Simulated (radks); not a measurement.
Values are calculated unless marked as measured or tabulated.
Spherical quantum dot in the effective-mass picture: electrons in a well V = -V0 / (1 + exp((r - R)/a)) with V0 = 1.56, R = 10.4, a = 0.78, with a point charge +2 (a donor) at the centre, all in effective atomic units (hartree* = m*/eps^2 hartree, bohr* = eps/m* bohr), one dielectric constant everywhere. Level of theory: non-relativistic Kohn-Sham, LDA (Slater exchange, Perdew-Wang correlation), spin-polarised, spherical densities (a radial shooting solver with Libxc functionals). Levels are named by radial order and angular momentum (1s, 1p, 1d, 2s, ...), and open shells are averaged over m. Results are scaled to m* = 0.054 and eps = 12.1, for which hartree* = 10.04 meV and bohr* = 11.86 nm. At N = 9 the configuration is 1s2 1p(up 3, down 2) 2s2. Does electron 10 go into 1p down or 1d up or 1d down?

Answer. Into 1p down. The total energies of the other choices lie higher by 0.403 meV (1d up), 0.462 meV (1d down).
